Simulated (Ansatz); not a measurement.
`C#[C][In]([Cl])[Cl]` + `N[SiH3]` → `C#CN[SiH3]` + `[Cl][InH][Cl]` at 500 K and 1 bar (substitution at a C–In bond).

Gas-phase electronic energies from Ansatz, PBE0-D4/def2-TZVP geometries. CCSD(T)/CBS is the MP2 limit (def2-TZVPP, def2-QZVPP) plus CCSD(T) − MP2 in def2-TZVPP, frozen cores. This one scheme is used for every species. def2 core potentials past Kr. For In outer-core shells are correlated without core-valence functions, which leaves a few kJ/mol of doubt a bond.

```
              species  CCSD(T)/CBS energy (Eh)  H − E (kJ/mol)  S (J/(mol·K))
`C#[C][In]([Cl])[Cl]`              -1186.11436            96.4          424.1
            `N[SiH3]`               -346.80422           161.3          303.9
         `C#CN[SiH3]`               -422.82807           197.6          373.3
      `[Cl][InH][Cl]`              -1110.06218            50.7          349.4
```

H − E and S are ideal-gas, rigid-rotor, harmonic terms from PBE0-D4/def2-TZVP. 1 Eh = 2625.50 kJ/mol, R = 8.31446 J/(mol·K).

Task: By hand: ΔE, ΔH, ΔS and ΔG.

Result: ΔE = (-422.82807) + (-1110.06218) − (-1186.11436) − (-346.80422) = 0.02833 Eh = 74.4 kJ/mol. Δ(H − E) = 197.6 + 50.7 − 96.4 − 161.3 = -9.4, so ΔH = 65.0 kJ/mol. ΔS = 373.3 + 349.4 − 424.1 − 303.9 = -5.3 J/(mol·K). ΔG = 65.0 − 500 × (-5.3)/1000 = 67.7 kJ/mol.

Task: By hand: the equilibrium constant, and the temperature at which ΔG would vanish if ΔH and ΔS stayed fixed.

Result: log₁₀ K = −ΔG/(RT ln 10) = -7.1. ΔH and −TΔS have one sign here, so there is no such temperature. One of them is within its doubt of zero, so this could turn.

The number of gas molecules stays the same, so ΔS is small and ΔH decides. A doubt of 5 kJ/mol in ΔE shifts log₁₀ K by 0.5 here. These are equilibria of isolated gas molecules and say nothing of rates. Largest T1 diagnostic: 0.013 (customary marks: 0.02 for closed shells, 0.045 for open ones).
